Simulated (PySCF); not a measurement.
**Ionisation energy of S⁺ by level of theory**

S⁺ [Ne] 3s2 3p3 (4S) → S²⁺ [Ne] 3s2 3p2 (3P), as a difference of total energies. Computed with PySCF 2.14 in aug-cc-pCVTZ-DK, with scalar relativity by spin-free X2C-1e. Correlated levels: valence and next inner shell: 1s2 frozen. The calculations carry no spin-orbit coupling.

```csv
method,ionisation energy (eV),plus first-order spin-orbit estimate,error of that sum (eV)
UHF,22.708,22.645,-0.693
MP2 (valence and next inner shell),23.359,23.297,-0.041
SCS-MP2 (valence and next inner shell),23.168,23.106,-0.232
CCSD (valence and next inner shell),23.282,23.220,-0.118
CCSD(T) (valence and next inner shell),23.318,23.256,-0.082
```

Reference: 23.338 eV (measured; NIST Atomic Spectra Database, ionization energies).

A first-order spin-orbit estimate (lowest level to lowest level, LS coupling) adds -0.062 eV.

Errors of the correlated levels include the incompleteness of this basis and the frozen core.
